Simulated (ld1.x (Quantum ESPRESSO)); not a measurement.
Ranking RRKJ potentials for gold

All share these settings but for the change named:

```json
{
  "Element": "Au",
  "Generator": "ld1.x (Quantum ESPRESSO) 7.5",
  "Type": "norm-conserving RRKJ (Kleinman–Bylander form)",
  "Functional": "PBE",
  "Relativity": "scalar-relativistic",
  "Frozen core": "[Kr] 4d10 4f14 5s2",
  "Valence charge": "17",
  "Reference configuration": "5p6 5d10 6s1 6p0",
  "Partial waves": "5p (bound): rc 1.85 bohr; 5d (bound): rc 2.30 bohr; 6s (bound): rc 2.35 bohr",
  "Local potential": "the s channel",
  "Core correction": "a·sin(br)/r model core inside 1.25 bohr",
  "rho0": "0.001"
}
```

Test errors are all-electron minus pseudo excitation energies from the reference, over 5p6 5d10 6s0 6p0; 5p6 5d9 6s0 6p0; 5p6 5d8 6s0 6p0; 5p6 5d9 6s1 6p0; 5p6 5d10 6s0.5 6p0; 5p6 5d7 6s0 6p0; 5p6 5d10 6s0 6p1. None of these files shows a bound ghost.

The base gives 454.3 meV.

Of 10 variants that were run, those that failed, showed a ghost or another fault, or gave nearly equal values are left out.

A variant can come out equal or close to the base, since the largest error may sit in a test that the change hardly touches while other tests move.

Q: Rank these variants by their largest absolute test error, smallest first.
A. type PAW; waves now 6s (bound): rcut 2.05, rcutus 2.35 bohr; 6s channel at 3.35 Ry: rcut 2.05, rcutus 2.35 bohr; 5p (bound): rcut 1.60, rcutus 1.85 bohr; 6p (bound): rcut 1.60, rcutus 1.85 bohr; 5d (bound): rcut 2.00, rcutus 2.30 bohr; 5d channel at 3.45 Ry: rcut 2.00, rcutus 2.30 bohr; local potential all-electron potential smoothed inside 1.65 bohr (lloc = -2); augmentation BESSEL, radius 1.25 bohr; rho0 0
B. all radii but the core radius scaled by about 0.93 (s 2.18, p 1.72, d 2.14 bohr)
C. wave 6s (bound): rc 2.35 bohr becomes 6s (bound): rc 1.62 bohr

A: A (46.1 meV), C (312.1 meV), B (458.1 meV).
